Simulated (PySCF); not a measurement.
Record of a relaxation.

C₃H₇ClSi₂.
Atom-mapped SMILES: `[CH3:1][C:2]#[C:3][Si@@H:4]([SiH3:5])[Cl:6]` (hydrogens: H7, H8, H9 on C1; H10 on Si4; H11, H12, H13 on Si5)

Computed by this run: PBE0-D3(BJ)/def2-SVP geometry optimisation, gas phase (PySCF 2.14.0); density fitting, grid level 1; the optimiser is geomeTRIC in internal coordinates, started from a GFN2-xTB structure with every atom displaced at random (about 0.01 Å). The frame can shift and turn from step to step; on so coarse a grid that alone can change the energy by a few meV, and forces under 0.02 eV/Å are noise.

Step 0: E = -31477.1039 eV, largest atomic force 2.044 eV/Å
```
atom  x, y, z in Å  |  force x, y, z in eV/Å
C1      3.073    0.506    0.134   -1.639   1.124   0.477
C2      1.702    0.011    0.235    0.465   0.071   0.058
C3      0.563   -0.414    0.327    0.376   0.360  -0.081
Si4    -1.111   -1.050    0.441   -0.193  -0.075   0.392
Si5    -2.702    0.510   -0.258   -0.206  -0.047   0.580
Cl6    -1.224   -2.716   -0.744   -0.181  -0.572  -0.528
H7      3.761   -0.141    0.627    0.819  -0.728   0.507
H8      3.126    1.520    0.592    0.080  -0.399  -0.071
H9      3.331    0.626   -0.901    0.411  -0.007  -0.962
H10    -1.302   -1.555    1.827   -0.189   0.144   0.128
H11    -2.625    1.695    0.624    0.100   0.260   0.245
H12    -2.485    0.969   -1.619    0.275   0.135  -0.795
H13    -4.102    0.023   -0.174   -0.118  -0.266   0.051
```

Step 1: E = -31477.2211 eV, largest atomic force 0.424 eV/Å
```
atom  x, y, z in Å  |  force x, y, z in eV/Å
C1      3.179   -0.180    0.011    0.310  -0.283  -0.062
C2      1.872   -0.795    0.089   -0.091   0.065  -0.044
C3      0.763   -1.301    0.149    0.018  -0.200   0.040
Si4    -0.901   -2.019    0.275   -0.129   0.010  -0.145
Si5    -2.446   -0.382   -0.382    0.023  -0.097  -0.106
Cl6    -1.120   -3.686   -0.983    0.062   0.290   0.220
H7      3.941   -0.825    0.494   -0.159   0.186  -0.127
H8      3.186    0.794    0.516    0.003   0.112   0.048
H9      3.479   -0.027   -1.042   -0.035  -0.008   0.144
H10    -1.158   -2.467    1.674    0.044  -0.069  -0.029
H11    -2.346    0.804    0.522    0.011  -0.009   0.021
H12    -2.151    0.047   -1.785   -0.018  -0.029   0.054
H13    -3.827   -0.946   -0.309   -0.039   0.031  -0.014
```

Step 2: E = -31477.2320 eV, largest atomic force 0.111 eV/Å
```
atom  x, y, z in Å  |  force x, y, z in eV/Å
C1      3.188   -0.187    0.007    0.047  -0.056   0.011
C2      1.876   -0.799    0.092   -0.034   0.056  -0.029
C3      0.767   -1.302    0.159    0.063  -0.080   0.039
Si4    -0.905   -2.004    0.284   -0.068   0.014  -0.055
Si5    -2.458   -0.387   -0.386   -0.007  -0.039  -0.017
Cl6    -1.109   -3.659   -0.971    0.020   0.091   0.060
H7      3.952   -0.825    0.481   -0.025   0.023  -0.011
H8      3.199    0.790    0.515   -0.008  -0.003  -0.010
H9      3.481   -0.031   -1.043   -0.011   0.010   0.008
H10    -1.155   -2.474    1.676    0.021  -0.019   0.003
H11    -2.365    0.798    0.522   -0.002   0.003   0.005
H12    -2.156    0.043   -1.784    0.002  -0.013   0.000
H13    -3.843   -0.946   -0.324    0.002   0.013  -0.005
```

Step 3: E = -31477.2339 eV, largest atomic force 0.054 eV/Å
```
atom  x, y, z in Å  |  force x, y, z in eV/Å
C1      3.191   -0.192    0.004   -0.010   0.003   0.007
C2      1.878   -0.799    0.096   -0.015   0.031  -0.024
C3      0.770   -1.303    0.169    0.022  -0.034   0.036
Si4    -0.906   -1.996    0.293   -0.013   0.018   0.008
Si5    -2.464   -0.388   -0.387   -0.003   0.005   0.009
Cl6    -1.102   -3.641   -0.967   -0.003  -0.011  -0.019
H7      3.955   -0.829    0.473    0.013  -0.016   0.011
H8      3.205    0.786    0.511    0.001   0.000  -0.005
H9      3.476   -0.033   -1.047    0.001   0.005  -0.012
H10    -1.152   -2.477    1.682    0.005   0.004   0.004
H11    -2.379    0.799    0.520   -0.006   0.003  -0.007
H12    -2.153    0.037   -1.784    0.006  -0.006  -0.007
H13    -3.849   -0.947   -0.334    0.002  -0.002   0.000
```

Step 4: E = -31477.2343 eV, largest atomic force 0.035 eV/Å
```
atom  x, y, z in Å  |  force x, y, z in eV/Å
C1      3.191   -0.192    0.002   -0.013   0.009   0.005
C2      1.877   -0.798    0.099   -0.008   0.019  -0.020
C3      0.770   -1.305    0.177    0.010  -0.016   0.029
Si4    -0.907   -1.994    0.298    0.006   0.014   0.016
Si5    -2.464   -0.388   -0.386   -0.001   0.010   0.007
Cl6    -1.100   -3.634   -0.967   -0.007  -0.023  -0.024
H7      3.957   -0.831    0.467    0.008  -0.011   0.005
H8      3.209    0.785    0.509    0.002  -0.002  -0.003
H9      3.472   -0.034   -1.051    0.002   0.000  -0.007
H10    -1.153   -2.479    1.686   -0.001   0.005   0.002
H11    -2.385    0.801    0.518   -0.004   0.002  -0.008
H12    -2.146    0.033   -1.784    0.004  -0.004  -0.004
H13    -3.848   -0.949   -0.339    0.002  -0.004   0.001
```

Step 5: E = -31477.2347 eV, largest atomic force 0.024 eV/Å
```
atom  x, y, z in Å  |  force x, y, z in eV/Å
C1      3.189   -0.191   -0.003   -0.006   0.009   0.002
C2      1.875   -0.795    0.105    0.004   0.000  -0.011
C3      0.772   -1.308    0.194   -0.009   0.004   0.014
Si4    -0.909   -1.993    0.309    0.021   0.003   0.011
Si5    -2.461   -0.388   -0.385    0.001   0.005  -0.002
Cl6    -1.099   -3.625   -0.968   -0.007  -0.015  -0.010
H7      3.957   -0.832    0.457   -0.001   0.001  -0.004
H8      3.213    0.786    0.503    0.001  -0.002   0.001
H9      3.461   -0.033   -1.058    0.002  -0.006   0.002
H10    -1.157   -2.483    1.695   -0.007   0.002  -0.002
H11    -2.395    0.808    0.511    0.000   0.001  -0.004
H12    -2.130    0.023   -1.783    0.000   0.000   0.000
H13    -3.844   -0.952   -0.349    0.000  -0.003   0.002
```

Problem. Summarise the path.

Solution. The energy falls by 0.1308 eV from step 0 to step 5; nine tenths of that is first reached at step 2. It falls at every step. The largest force goes from 2.044 to 0.024 eV/Å. Among the bonds Si5–H12 changes most, from 1.452 to 1.494 Å; the atoms move by 0.098 Å rms after alignment.

The cost below is that of the whole optimisation. Hardware: an Arm Neoverse V1 with one thread, no GPU, shared host with 32 logical CPUs at a one-minute load of 46. Cost: 47 s of wall time, 0.51 GiB resident at most.
